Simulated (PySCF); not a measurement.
Cartesian coordinates (Å):
```xyz
14

Ti    -0.0086    -0.0224    -0.0007
Cl    -0.4496    -2.1805    -0.1154
C     -1.1928     0.9146     1.3958
H     -0.8509     0.6397     2.4174
H     -2.2576     0.6227     1.2734
H     -1.0898     2.0138     1.2558
C     -0.3316     0.9094    -1.8056
H      0.1221     1.9246    -1.7578
H     -1.4251     1.0026    -1.9843
H      0.1294     0.3352    -2.6374
C      1.9502     0.3178     0.5264
H      2.0577     1.3942     0.7877
H      2.6128     0.0794    -0.3340
H      2.2403    -0.3069     1.3980
```
Charge 0, multiplicity 1.

### Question
What dipole moment, charge on the central atom (Mulliken) and LUMO does TPSSh-D3(BJ)/def2-TZVP // PBE-D3(BJ)/def2-SVP (PySCF) give?

### Answer

- dipole moment: 1.84 D
- charge on the central atom (Mulliken): 1.09 e
- LUMO: -2.61 eV
